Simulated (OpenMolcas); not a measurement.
Computed levels of 4s2 4p2 in ions with 32 electrons, in cm-1 above 3P0.

```yaml
Program: OpenMolcas 26.06
Method: MS-RASPT2, IPEA 0.25 Eh, imaginary shift 0.1 Eh
Basis: ANO-R2
Scalar_Hamiltonian: X2C, finite nucleus
Spin-orbit_coupling: RASSI with atomic mean-field integrals over the reference wave functions, term energies averaged over their components
```

Active space for each ion: 4 electrons in 9 orbitals (RAS2 4s 4p; RAS3 4d, at most 2 electrons); closed shells correlated by CASPT2: 3d.

| Level | Se2+ | Kr4+ |
| --- | --- | --- |
| 3P1 | 1515 | 3280 |
| 3P2 | 3520 | 6870 |
| 1D2 | 13050 | 19140 |
| 1S0 | 28410 | 39080 |

Estimate 3P2, 1D2, 1S0 for Br3+ from its neighbours Se2+ and Kr4+.

3P2 is fine structure, which grows about as the fourth power of a screened charge, so the fourth roots are averaged: ((3520^0.25 + 6870^0.25) / 2)^4 = 4987. The calculation gives 5030, so the estimate is off by -0.9 %.
1D2 is another term, which grows about linearly with the charge: (13050 + 19140) / 2 = 16095. The calculation gives 15940, so the estimate is off by +1.0 %.
1S0 is another term, which grows about linearly with the charge: (28410 + 39080) / 2 = 33745. The calculation gives 33740, so the estimate is off by 0 %.

CASPT2 does not keep the components of a term degenerate, so their means are used; among the terms shown or strongly mixed into the levels shown the widest spread is 84 cm-1 (4s2 4p2 1D, Se2+). Active for correlation alone: 4d; no level in the range computed is led by a configuration that fills it, so any true level of that kind is missing. Levels of configurations outside the active space are missing.
